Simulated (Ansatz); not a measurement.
Relaxation of C4H10OSi (16 atoms, charge 0, multiplicity 1), to a largest force component of 0.02 eV/Å in at most 40 steps.

Method: RKS PBE/STO-3G (Ansatz).

```xyz
16
Properties=species:S:1:pos:R:3
C -0.415 -1.627 0.741
C 0.099 -0.327 0.087
C 1.538 -0.101 0.413
O -0.024 -0.349 -1.349
C -0.487 1.002 -1.597
Si -1.004 1.213 0.197
H -0.427 -1.508 1.827
H -1.455 -1.765 0.406
H 0.136 -2.442 0.494
H 2.172 -0.973 0.163
H 1.988 0.764 -0.071
H 1.729 0.059 1.520
H -1.345 1.103 -2.328
H 0.330 1.630 -1.893
H -2.441 0.902 0.488
H -0.416 2.396 0.944
```

Question: Where does it end, and by what steps?

Answer: It converged. The force dipped under the threshold on the way, but the program's further checks kept it going. Limits of this set-up: minimal basis. After 9 steps the energy has fallen by 0.813 eV; H14 moved furthest, 0.57 Å.

```json
{"step": "0", "energy less start (eV)": "0.0000", "largest force component (eV/Å)": "3.584", "accepted": "yes"}
{"step": "1", "energy less start (eV)": "-0.7299", "largest force component (eV/Å)": "1.075", "accepted": "yes"}
{"step": "2", "energy less start (eV)": "-0.7947", "largest force component (eV/Å)": "0.274", "accepted": "yes"}
{"step": "3", "energy less start (eV)": "-0.8019", "largest force component (eV/Å)": "0.092", "accepted": "yes"}
{"step": "4", "energy less start (eV)": "-0.8087", "largest force component (eV/Å)": "0.118", "accepted": "yes"}
{"step": "5", "energy less start (eV)": "-0.8097", "largest force component (eV/Å)": "0.239", "accepted": "yes"}
{"step": "6", "energy less start (eV)": "-0.8125", "largest force component (eV/Å)": "0.045", "accepted": "yes"}
{"step": "7", "energy less start (eV)": "-0.8130", "largest force component (eV/Å)": "0.019", "accepted": "yes"}
{"step": "8", "energy less start (eV)": "-0.8133", "largest force component (eV/Å)": "0.011", "accepted": "yes"}
{"step": "9", "energy less start (eV)": "-0.8134", "largest force component (eV/Å)": "0.016", "accepted": "yes"}
```

```xyz
16
Properties=species:S:1:pos:R:3
C -0.453 -1.605 0.627
C 0.182 -0.266 0.115
C 1.652 -0.137 0.643
O 0.183 -0.251 -1.416
C -0.670 0.979 -1.657
Si -0.910 1.298 0.188
H -0.495 -1.618 1.733
H -1.480 -1.734 0.236
H 0.155 -2.469 0.294
H 2.256 -1.005 0.316
H 2.133 0.783 0.260
H 1.667 -0.104 1.750
H -1.579 0.719 -2.252
H -0.102 1.746 -2.238
H -2.262 1.137 0.713
H -0.299 2.506 0.733
```

Whether the end is a true minimum wasn't checked by a vibrational analysis.

The run took 25 s on 1 thread of Arm Neoverse V2, with other jobs on the host, peak memory 0.12 GiB.
